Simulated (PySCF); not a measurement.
# Bond lengths and vibrations by method: BClH3NSi

These are calculations, not measurements. They come from PySCF 2.14.0, an open-source quantum chemistry program, on an isolated molecule that a program drew, which may never have been made. The molecule is BClH3NSi (charge 0, singlet), drawn as the SMILES string `B=N[SiH2]Cl`.

The geometry was optimised and harmonic frequencies were computed with HF and MP2, all in the cc-pV(D+d)Z basis, for the commonest isotopes, with a restricted reference for singlets and an unrestricted one otherwise, and a frozen core in MP2. Each result is a local minimum of its method.

Geometry at the HF minimum:
```xyz
7
BClH3NSi, angstrom
B     0.0330   -1.2684   -1.1723
N     0.5269   -0.3372   -0.5125
Si    1.2326    0.9241    0.3659
Cl    3.2024    1.1988   -0.2259
H    -0.4363   -2.1450   -1.7914
H     1.2624    0.6126    1.8014
H     0.5355    2.1931    0.1157
```

Lengths of the bonds as drawn, in Å (atoms numbered as above):
```
   bond     HF    MP2
  B1-N2  1.244  1.270
 N2-Si3  1.691  1.715
Si3-Cl4  2.075  2.062
  B1-H5  1.171  1.180
 Si3-H6  1.469  1.473
 Si3-H7  1.469  1.473
```

Rotational constants, in GHz:
| constant | HF | MP2 |
|---|---|---|
| A | 11.84 | 11.85 |
| B | 2.467 | 2.43 |
| C | 2.091 | 2.065 |

Harmonic frequencies in cm^-1, each column in rising order, so a row needn't be the same motion in every method:
| rank | HF | MP2 |
|---|---|---|
| 1 | 114 | 106 |
| 2 | 174 | 159 |
| 3 | 298 | ? |
| 4 | 548 | 556 |
| 5 | 679 | 643 |
| 6 | 767 | 717 |
| 7 | 805 | 724 |
| 8 | 831 | 728 |
| 9 | 833 | 762 |
| 10 | 976 | 929 |
| 11 | 1046 | 993 |
| 12 | 1980 | 1847 |
| 13 | 2362 | 2320 |
| 14 | 2367 | 2326 |
| 15 | 2996 | 2911 |

**Estimate the missing MP2 frequency from the HF column.**

A single factor s that minimises the squared misfit of MP2 against s times HF over the other rows is sum(HF x MP2) / sum(HF^2) = 0.9632, with an rms misfit of 38 cm^-1. For rank 3 it gives 0.9632 x 298 = 287 cm^-1. The calculation gives 280 cm^-1, 7 cm^-1 below the estimate. The drawn bonds are on average 0.7 % longer in MP2 than in HF.
